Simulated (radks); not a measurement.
Question: Valence configurations of Ag (all share [Kr]). Method: Dirac Kohn-Sham, BLYP, spin-unpolarised, spherical densities, finite nucleus; open shells fill j = l - 1/2 first; Fermi nuclear charge, rms radius 4.5454 fm; computed with a radial shooting solver on a logarithmic mesh with Libxc functionals. Order these by energy: 4d10 5p1; 4d8 5s2 5p1; 4d8 5s1 5p2; 4d9 5s1.5 5p0.5; 4d9 5s1 5p1; 4d10 5s1; 4d10 5s0.5 5p0.5; 4d9 5s2; 4d9 5s0.5 5p1.5; 4d9.5 5s1 5p0.5.

Answer: From the lowest, in eV above it: 4d10 5s1 0.000; 4d10 5s0.5 5p0.5 1.849; 4d9.5 5s1 5p0.5 3.574; 4d9 5s2 3.687; 4d10 5p1 3.797; 4d9 5s1.5 5p0.5 5.823; 4d9 5s1 5p1 8.042; 4d9 5s0.5 5p1.5 10.337; 4d8 5s2 5p1 14.510; 4d8 5s1 5p2 19.677. NIST lists [Kr] 4d10 5s1 as the ground configuration; this level of theory agrees among the configurations tried. The energies are those of spherical spin-averaged densities, not of single terms.
